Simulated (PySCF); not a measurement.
## Two-dimensional NMR puzzle

Compound of formula C₆H₉B. Correlations simulated from computed shifts and couplings:

HSQC (one-bond C–H):
```tsv
δH	δC	¹J(C,H) (Hz)
6.75	146.4	145
6.50	150.6	167
6.49	150.6	164
```

COSY cross peaks (|J| ≥ 2 Hz):
```tsv
δH	δH	abs. J (Hz)	bonds
6.75	6.50	20.7	3
6.75	6.49	14.1	3
6.50	6.49	4.7	2
```

HMBC (two and three bonds, |J| ≥ 2.5 Hz):
```tsv
δH	δC [abs. J in Hz]
6.75	150.6 [3.9], 146.4 [3.7]
6.49	146.4 [2.7]
```

Single conformer, no solvent model, relativity neglected, equivalent nuclei averaged. Geometry from PBE0-D3(BJ)/def2-SVP; GIAO HF/pcSseg-1 shieldings; spin–spin couplings from B3LYP/pcJ-1 (spin–dipole term only in couplings to heteroatoms); PySCF 2.14.0 with density-fitted response routines.

Referencing at the same level of theory: ¹H (σ = 31.69 ppm), ¹³C (σ = 190.85 ppm) vs TMS.

Exchangeable hydrogens are left out of these lists, and C,H couplings along chains are those of one rotamer, so weak HMBC peaks may be missing or extra.

Problem. Which molecule is this?

Solution. SMILES C(B(C=C)C=C)=C.

Mapped SMILES: `[CH2:1]=[CH:2][B:3]([CH:4]=[CH2:5])[CH:6]=[CH2:7]`. Hydrogens are named by the atom that carries them. Ha(C1), Ha(C5), Ha(C7) are cis to B3; Hb(C1), Hb(C5), Hb(C7) are trans to B3.

δC 150.6 is C1/C5/C7, a terminal =CH2 carbon (δH 6.50, 6.49). δC 146.4 is C2/C4/C6, an alkene CH (δH 6.75). COSY links 6.75–6.50, 6.75–6.49, 6.50–6.49.

The shifts were computed for this structure.

A carbon bonded to boron is broadened by the quadrupolar boron nucleus and is often missing from a measured spectrum. Unscaled 3J(H,H) at this level run about 10 % above measured values. Shifts are as computed. Against solution values, carbons near 30 ppm lie about -0 ppm off and those near 130 ppm about +7 ppm. Of 1211 compounds with measured shifts, 218 miss one by over three times the rms of a fit or turn the order of signals round; such compounds aren't used in these exercises.
